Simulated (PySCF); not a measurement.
Run record: geometry optimisation, `[C@@H]1(CCC)C[C+](C)CC1`.

Method: PBE0-D3(BJ)/def2-SVP geometry optimisation, gas phase (PySCF 2.14.0). Start geometry: GFN2-xTB. The command runs a driver script over a list of jobs; the input below is this job's line of settings and its coordinates in Å.

Command:
```bash
OMP_NUM_THREADS=1 python probes_run.py task.json out
```

Input:
```
{"job": {"xc": "PBE0", "basis": "def2-SVP", "d3": "d3bj", "grid": 1, "kind": "geom"}, "charge": 1, "multiplicity": 1}
C      3.620995    -0.349813     0.165832
C      2.110412    -0.539854     0.135624
C      1.452842     0.416747    -0.855421
C     -0.073951     0.439051    -0.833007
C     -0.769956    -0.903086    -1.103628
C     -2.161207    -0.714029    -0.490088
C     -2.004336     0.284008     0.560354
C     -3.062034     0.703399     1.458991
C     -0.668796     0.831887     0.537423
H      4.075864    -1.029491     0.880655
H      4.048296    -0.550172    -0.813231
H      3.877166     0.668243     0.448596
H      1.720597    -0.362671     1.146982
H      1.887517    -1.575285    -0.127616
H      1.812486     1.429488    -0.659847
H      1.774077     0.152298    -1.864285
H     -0.413040     1.171743    -1.573048
H     -0.805756    -1.144716    -2.162327
H     -0.250658    -1.710390    -0.587811
H     -2.852134    -0.286750    -1.231884
H     -2.652067    -1.630598    -0.152671
H     -3.420284     1.689522     1.139452
H     -3.910674     0.023680     1.464320
H     -2.689214     0.864431     2.472182
H     -0.584392     1.879562     0.829755
H     -0.082798     0.265410     1.287661
```

Output:
```
step   0  E = -352.25405394  max force = 0.017006
step   1  E = -352.25777809  max force = 0.002660
step   2  E = -352.25787529  max force = 0.000996
step   3  E = -352.25792263  max force = 0.000974
step   4  E = -352.25797054  max force = 0.001480
step   5  E = -352.25800852  max force = 0.000871
step   6  E = -352.25803339  max force = 0.000898
step   7  E = -352.25804925  max force = 0.000619
step   8  E = -352.25805783  max force = 0.000510
step   9  E = -352.25806237  max force = 0.000366
optimisation converged
```

Energies in Eh; «max force» is the largest Cartesian gradient component in Eh/bohr.

**Question.** How much energy does the optimisation release, in kJ/mol?

**Answer.** E(step 0) − E(last step) = 0.004008 Eh, which is 10.5 kJ/mol.

**Question.** Give the first gradient maximum in eV/Å.

**Answer.** With 1 Eh/bohr = 51.422 eV/Å, 0.874 eV/Å.

In short: final energy -352.25806 Eh after 9 steps.

**Question.** Where do the atoms end?

**Answer.** 0.113 Å rms from the input after alignment:
```
atom  x, y, z in Å
C1     3.3422   -0.7272    0.1543
C2     1.8270   -0.8373    0.2264
C3     1.1282    0.0565   -0.7897
C4    -0.3960    0.0311   -0.7696
C5    -1.0708   -1.3186   -1.0490
C6    -2.4801   -1.1291   -0.4899
C7    -2.3622   -0.1539    0.5913
C8    -3.4312    0.2283    1.5013
C9    -1.0293    0.4160    0.5803
H10    3.8263   -1.3785    0.8955
H11    3.7137   -1.0199   -0.8399
H12    3.6783    0.3039    0.3439
H13    1.5020   -0.5747    1.2523
H14    1.5314   -1.8902    0.0769
H15    1.4615    1.0988   -0.6480
H16    1.4571   -0.2184   -1.8060
H17   -0.7605    0.7619   -1.5142
H18   -1.0677   -1.5949   -2.1112
H19   -0.5674   -2.1284   -0.4965
H20   -3.1026   -0.5500   -1.2193
H21   -3.0950   -2.0117   -0.2502
H22   -3.8565    1.1648    1.0798
H23   -4.2410   -0.5086    1.5715
H24   -3.0460    0.5175    2.4914
H25   -0.9368    1.4457    0.9594
H26   -0.5487   -0.2280    1.3676
```

Rough CPU time on one thread of a shared machine: about 10 min.
Labels such as C1 count atoms from 1, the log's own numbers from 0.
